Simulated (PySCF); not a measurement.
C₄H₂F₂Se.
Structure used (PBE0-D3(BJ)/def2-SVP), in Å, numbered top down from 1:
```xyz
9
C4H2F2Se angstrom
F     -1.0059   -0.9032    1.8138
C     -0.5198   -0.2603    0.7594
C     -1.0570    0.8995    0.2942
Se    -0.1246    1.5055   -1.2005
C      0.9631    0.0008   -0.9911
F      1.9624   -0.2124   -1.8223
C      0.6126   -0.7834    0.0611
H     -1.9132    1.4344    0.6993
H      1.1306   -1.7003    0.3408
```

Linear response at CAM-B3LYP/def2-SVPD (PySCF, frozen core in the response, non-relativistic). The CAM-B3LYP/def2-SVPD calculation is non-relativistic and has no spin–orbit coupling, an omission that weighs most on selenium.

Static isotropic polarisability: 68.87 au (10.21 Å³), principal values 46.5, 74.8, 85.3 au.

(1) What is the polarisability at 1064 nm and at the sodium D line?

(2) What is the isotropic C6 coefficient between two such molecules, C6 = (3/π)∫α(iω)² dω?

(3) Which effective excitation energy ω̄ makes London's formula C6 = (3/4)α²ω̄ exact here?

(4) What molar refraction at the D line follows from R = (4π/3)·N_A·α′, with α′ the polarisability volume?

(5) What n − 1 at the D line would an ideal gas of it have at 273.15 K and 1 atm (2.6868 × 10¹⁹ cm⁻³), by n − 1 = 2π·N·α′?

(6) What three-body coefficient follows from the one-pole estimate C9 = (3/4)·α·C6?

(7) What does −C6/R⁶ come to at R = 8 Å between centres?

Answers

(1) 69.62 au at 1064 nm (+1.1 %), 71.46 au at 589.3 nm (+3.8 %). The rise at 589.3 nm is 3.44 times that at 1064 nm; a pure ω² law gives 3.26. The lowest singlet lies at 251 nm, shorter than both wavelengths.

(2) 1860 au (Eh·bohr⁶) by a ten-point quadrature over imaginary frequencies, which is 1110 eV·Å⁶ or 107 J·nm⁶/mol.

(3) ω̄ = 4·C6/(3α²) = 0.523 Eh = 14.2 eV. A one-pole form α(ω) = α/(1 − ω²/ω̄²) fitted to the 1064 nm value gives 11.2 eV.

(4) α′ = 10.59 Å³ gives R = 26.71 cm³/mol, for isolated, non-vibrating species.

(5) 17.88 × 10⁻⁴, a formal value whether or not that pressure can be reached.

(6) 96100 au. This is an estimate from the two numbers above, not a computed integral.

(7) -410 J/mol. This is the leading, orientation-averaged term; C8 and higher terms are left out.
